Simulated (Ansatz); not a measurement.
Species: ZnS, charge 0, multiplicity 1. 
Geometry from a B3LYP-D3(BJ)/def2-TZVP (Ansatz, a first-principles code) optimisation:
```xyz
2

Zn     0.0000     0.0000    -0.7229
S      0.0000     0.0000     1.3554
```
Charge 0, spin multiplicity 1.

Wanted: vertical electron affinity (to the doublet state of charge -1; a negative value means that the extra electron is unbound and the number depends on the basis; each state is the SCF solution reached for its spin; for the singlet the Hartree-Fock reference is unstable and T1 is 0.024), in eV. Cores are frozen in the correlated levels unless marked. Open shells are spin-unrestricted. No spin-orbit coupling. Frozen are the shells of the preceding noble gas and the d and f shells that filled before the atom's block. No relativistic terms. Anions need diffuse functions: def2-D sets add few. Basis-set limits of correlation are two-point, X^-3; Hartree-Fock from the larger set.

```
level                                 program  vertical electron affinity (eV)
------------------------------------  -------  -------------------------------
SVWN5/def2-TZVPD                       Ansatz                             2.40
PBE/def2-TZVPD                         Ansatz                             2.27
r2SCAN/def2-TZVPD                      Ansatz                             2.47
B3LYP/def2-TZVPD                       Ansatz                             2.34
CAM-B3LYP/def2-TZVPD                   Ansatz                             2.44
wB97M-V/def2-TZVPD                     Ansatz                             2.32
wB97X-V/def2-TZVPD                     Ansatz                             2.36
wB97X/def2-TZVPD                       Ansatz                             2.37
CCSD/def2-TZVPPD                       Ansatz                             2.20
CCSD/CBS(def2-TZVPPD,def2-QZVPPD)      Ansatz                             2.32
CCSD(T)/def2-SVPD                      Ansatz                             2.10
CCSD(T)/def2-TZVPPD                    Ansatz                             2.17
CCSD(T)/def2-QZVPPD                    Ansatz                             2.24
CCSD(T)/CBS(def2-TZVPPD,def2-QZVPPD)   Ansatz                             2.29
```
